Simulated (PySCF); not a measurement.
C₄H₇BO, SMILES C=C1CB(C)O1.

Geometry optimised at B3LYP-D3(BJ)/def2-SVP. This is a generated structure with no PubChem entry under its InChIKey; it may be hypothetical.

The numbers are results of PBE/def2-TZVP in PySCF, not measurements.

Isolated molecule, no solvent.

Q: Estimate the frontier levels, gap, dipole moment and polarisability. (Estimate from the structure and the level; the computed values follow.)

A: 
The highest occupied level is -5.89 eV and the lowest empty level is -0.97 eV. The orbital gap is 4.92 eV and the dipole moment comes out as 1.46 D. The quadrupole, principal values (traceless, Buckingham form, about the centre of nuclear charge) is -1.33, -1.16, 2.49 D·Å, the mean static polarisability comes out as 66.1 bohr³ (9.79 Å³) and the polarisability, principal values comes out as 46.5, 58.9, 92.9 bohr³.
